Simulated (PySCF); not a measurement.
# How methods differ on the interval between two levels of Eu⁺

Eu⁺ [Xe] 4f7 6s1 [9S4, M_J = 4] → Eu⁺ [Xe] 4f7 5d1 [9D6, M_J = 6], as a difference of total energies. Computed with PySCF 2.14 in x2c-TZVPall-2c, with the two-component X2C-1e Hamiltonian. Correlated levels: [Ar] 3d10 frozen; the 18 highest virtual spinors dropped. "Screened" scales the spin-orbit matrix elements by Boettger's factors to mimic the two-electron term; Breit and QED terms are absent.

```json
{"method": "GHF (screened spin-orbit)", "interval between two levels (cm⁻¹)": "11338"}
{"method": "GMP2 (screened spin-orbit)", "interval between two levels (cm⁻¹)": "11291"}
```

The labels give the starting determinants; with spin-orbit coupling the two ends relaxed to ⟨J²⟩ = 20.01, ⟨L²⟩ = 0.10, ⟨S²⟩ = 19.94 and ⟨J²⟩ = 42.02, ⟨L²⟩ = 6.17, ⟨S²⟩ = 19.94.
